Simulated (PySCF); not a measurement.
## Electron correlation in Al+ (aluminium, charge +1)

[Ne] 3s2, closed-shell 1S. Calculation: PySCF 2.14, in aug-cc-pwCVQZ; the non-relativistic Hamiltonian (point nucleus). Frozen: 1s2; 10 electrons correlated.

MP2 pair energies summed by pair of shells (mhartree):

| pair | energy | share (%) |
| --- | --- | --- |
| 2p-2p | -197.30 | 60.4 |
| 2s-2p | -64.52 | 19.8 |
| 3s-3s | -29.52 | 9.0 |
| 2p-3s | -22.73 | 7.0 |
| 2s-2s | -9.93 | 3.0 |
| 2s-3s | -2.49 | 0.8 |

Total MP2 correlation energy: -326.49 mhartree.

Same-spin part -79.59 and opposite-spin part -246.90 mhartree; SCS-MP2 scales them by 1/3 and 6/5 to -322.81 mhartree.

MP2 falls well short for the outer s pair, which is nearly degenerate with np².
